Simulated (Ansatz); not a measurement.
`[OH][GaH2]` + H₂ → `[GaH3]` + H₂O at 500 K and 1 bar (hydrogenolysis of a Ga–O bond).

Computed with Ansatz on PBE0-D4/def2-TZVP structures; ΔE is electronic, products minus reactants. CCSD(T)/CBS adds triple-zeta CCSD(T) − MP2 to the extrapolated MP2 energy (def2 sets, frozen cores). This one scheme is used for every species. For Ga outer-core shells are correlated without core-valence functions, which leaves a few kJ/mol of doubt a bond. Scalar relativity is left out up to krypton.

```
     species  CCSD(T)/CBS energy (Eh)  H − E (kJ/mol)  S (J/(mol·K))
`[OH][GaH2]`              -2000.92981            96.0          296.8
          H₂                 -1.17544            41.0          145.5
    `[GaH3]`              -1925.70545            69.3          243.1
         H₂O                -76.37941            73.2          206.3
```

H − E and S are ideal-gas, rigid-rotor, harmonic terms from PBE0-D4/def2-TZVP. The MP2-based limit puts H₂ 0.8 mEh under its directly extrapolated value; such offsets cancel only in part. 1 Eh = 2625.50 kJ/mol, R = 8.31446 J/(mol·K).

Q: By hand: ΔE, ΔH, ΔS and ΔG.

A: ΔE = (-1925.70545) + (-76.37941) − (-2000.92981) − (-1.17544) = 0.02039 Eh = 53.5 kJ/mol. Δ(H − E) = 69.3 + 73.2 − 96.0 − 41.0 = 5.5, so ΔH = 59.0 kJ/mol. ΔS = 243.1 + 206.3 − 296.8 − 145.5 = 7.1 J/(mol·K). ΔG = 59.0 − 500 × (7.1)/1000 = 55.5 kJ/mol.

Q: By hand: the equilibrium constant, and the temperature at which ΔG would vanish if ΔH and ΔS stayed fixed.

A: log₁₀ K = −ΔG/(RT ln 10) = -5.8. ΔG = 0 at ΔH/ΔS = 8310 K, far beyond where these terms or the molecules hold.

The number of gas molecules stays the same, so ΔS is small and ΔH decides. A doubt of 5 kJ/mol in ΔE shifts log₁₀ K by 0.5 here. These are equilibria of isolated gas molecules and say nothing of rates. Largest T1 diagnostic: 0.015 (customary marks: 0.02 for closed shells, 0.045 for open ones).
